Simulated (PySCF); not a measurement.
Species: WOCl3 (doublet state).
Geometry (PBE0-D3(BJ)/def2-SVP, Å), atoms numbered from 1 in this order:
```
atom  x, y, z in Å
W1     0.1178    0.0078    0.1764
O2    -0.1673   -0.0357    1.8293
Cl3    2.2723    0.0361   -0.5463
Cl4   -1.1499    1.6845   -0.7028
Cl5   -1.0729   -1.6927   -0.7566
```

Theory: PySCF, PBE0-D3(BJ)/def2-SVP geometry optimisation, gas phase, def2 core potentials past Kr.

**Question.** Which atoms are bound to W1, and at what distances?

**Answer.** 4 atoms: O2 1.678 Å, Cl3 2.273 Å, Cl5 2.276 Å, Cl4 2.278 Å.

**Question.** List the angles at W1.

**Answer.** 
```json
{"angle": "O2–W1–Cl3", "degrees": "118.3", "distance of the outer atoms (Å)": "3.41"}
{"angle": "Cl3–W1–Cl4", "degrees": "113.3", "distance of the outer atoms (Å)": "3.80"}
{"angle": "Cl3–W1–Cl5", "degrees": "112.0", "distance of the outer atoms (Å)": "3.77"}
{"angle": "O2–W1–Cl4", "degrees": "107.7", "distance of the outer atoms (Å)": "3.21"}
{"angle": "O2–W1–Cl5", "degrees": "107.2", "distance of the outer atoms (Å)": "3.20"}
{"angle": "Cl4–W1–Cl5", "degrees": "95.8", "distance of the outer atoms (Å)": "3.38"}
```

**Question.** Describe the arrangement about W1 in numbers.

**Answer.** Angles from 95.8° to 118.3°; τ4 = (360° − α − β)/141° = 0.91 with α and β the two widest (0 for a square, 1 for a tetrahedron). Differences among atoms that Cs makes equivalent are scatter left by the optimiser.

**Question.** What are the rotational constants (commonest isotopes, rigid rotor)?

**Answer.** A = 1656, B = 1346, C = 1077 MHz: an asymmetric top.

Point group: Cs (every atom within 0.08 Å of its image). Charge 0, doublet. ⟨S²⟩ = 0.755 (exact for a doublet: 0.75). No PBE0-D3(BJ)/def2-SVP frequencies stand behind this structure, so it isn't proved a minimum.

Hardware: one thread of an Arm Neoverse V1, no GPU, on a shared host. Cost: 78 s. This is the geometry optimisation.

For an open-shell metal species like this, the optimisation's SCF solution wasn't tested for stability and no frequencies at its level were run, so a lower state or another shape may exist.
